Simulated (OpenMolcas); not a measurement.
# Ga I: thermal populations, worked from levels

```
Program             : OpenMolcas 26.06
Basis               : ANO-RCC-VQZP [7s6p4d2f1g]
Scalar Hamiltonian  : DKH2, point nucleus
Active space        : 3 electrons in 4 orbitals (4s 4p)
State averaging     : 2S+1 = 4 odd, 1 root (0 in the spin-orbit step); 2S+1 = 2 odd, 3 roots; 2S+1 = 4 even, 3 roots; 2S+1 = 2 even, 5 roots (0 in the spin-orbit step)
Spin-orbit coupling : RASSI with atomic mean-field integrals over the reference wave functions, term energies averaged over their components
```

Methods: CASSCF; SS-CASPT2, IPEA 0.25 Eh, imaginary shift 0.1 Eh (closed shells correlated: 3d). Measured levels: NIST Handbook of Basic Atomic Spectroscopic Data.

**Thermal populations.** Z = Σ (2J + 1) exp(-E/kT) with k = 0.695035 cm-1/K, over the levels below. No other level of either list lies under 24700 cm-1, which is above 7 kT at each temperature.

```json
{"Level": "4s2 4p 2P* 1/2", "2J + 1": "2", "SS-CASPT2": "0.0", "measured": "0.0"}
{"Level": "4s2 4p 2P* 3/2", "2J + 1": "4", "SS-CASPT2": "794", "measured": "826"}
```

```csv
T (K),"Z, SS-CASPT2","Z, measured levels","Ground level (%), SS-CASPT2","Ground level (%), measured levels"
2000,4.259,4.208,47.0,47.5
3000,4.733,4.692,42.3,42.6
5000,5.183,5.154,38.6,38.8
```

At 5000 K, kT = 3475 cm-1, and the computed levels give Z = 2.000 + 3.183 = 5.183.

Some high roots are left out of the spin-orbit mixing, which shifts the levels that they would mix with. Without dynamic correlation excited terms often stand tens of per cent too high (terms of higher spin than the ground term too low), and those without a measured partner can miss by more than the paired ones (holds for CASSCF). Computed and measured levels are paired by configuration, term and J; levels that our copy of the source lacks, or whose pairing is in doubt (as where it misses far off the trend of its configuration), stay unpaired and out of the deviations. Levels of configurations outside the active space are missing.

* marks odd parity.
